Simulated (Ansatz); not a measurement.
Reaction (cleavage of the Si–Ge bond): `Cl[SiH2][GeH2][Cl]` + CH₃OH → `CO[SiH2]Cl` + `[Cl][GeH3]`

Computed with Ansatz on PBE0-D4/def2-TZVP structures; ΔE is electronic, products minus reactants. CCSD(T)/CBS is the MP2 limit (def2-TZVPP, def2-QZVPP) plus CCSD(T) − MP2 in def2-TZVPP, frozen cores. This one scheme is used for every species. For Ge outer-core shells are correlated without core-valence functions, which leaves a few kJ/mol of doubt a bond. Scalar relativity is left out up to krypton. Each species was taken in one conformer, which may not be the lowest.

| level | ΔE (kJ/mol) |
| --- | --- |
| HF/def2-TZVPP | -112.8 |
| SCS-MP2/def2-TZVPP | -102.0 |
| HF/CBS(def2) | -115.1 |
| CCSD/CBS(def2) | -93.5 |

(1) What does CCSD(T)/CBS give? (Estimate.)

Largest T1 diagnostic among the species: 0.010.

Answers

(1) The calculation gave: -91.7 kJ/mol. The listed levels differ from it by -21.1, -10.3, -23.4, -1.8 kJ/mol.

From PBE to PBE0 (25 % exact exchange), in def2-TZVPP and without D4, ΔE moves by −5.8 kJ/mol. In def2-TZVPP, CCSD(T) changes the Hartree–Fock value by +18.3 kJ/mol (the triples alone add +1.9 kJ/mol) and MP2 by +13.8 kJ/mol.

CCSD(T)/CBS has its own doubt, a few kJ/mol and more with outer-core shells, so smaller differences from it don't rank the levels.
